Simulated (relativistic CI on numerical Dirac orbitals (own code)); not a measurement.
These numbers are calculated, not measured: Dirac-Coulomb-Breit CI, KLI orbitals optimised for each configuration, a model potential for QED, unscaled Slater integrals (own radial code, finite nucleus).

The strongest absorption lines from the ground level of an ion, among the configurations computed and to levels below about 544 eV (vacuum wavelength in nm, gf): 2.6475 (0.53), 2.6478 (0.48), 2.6875 (0.77), 3.1576 (0.47), 3.2174 (3.1), 3.2191 (2.3), 3.2341 (0.83), 3.2846 (1.3).

Q: Which ion is it?
A. K¹²⁺
B. Cl⁸⁺
C. K⁸⁺
D. K¹⁰⁺

A: D. K¹⁰⁺ has 9 electrons and the ground level 2s2.2p5 2P°_3/2; the strongest line goes to 2s2.2p4.3d 2D_5/2. The pattern of lines fixes the number of electrons, and along that sequence the line energies rise steadily with the charge (about as its square where n changes within one kind of shell, about linearly where n is kept but much faster in heavy ions where fine structure, which grows about as Z⁴, sets the gap, and irregularly where shells cross), which fixes Z. Configurations outside the model, such as inner-shell arrays, can give stronger lines. At this charge energies of transitions that change n are usually good to better than 1 %, and those within a shell (Δn = 0) to a few per cent.

LS names give the leading component of a level, which can be under half, so a name can repeat, a term be missing and a line seem to break the LS rules.
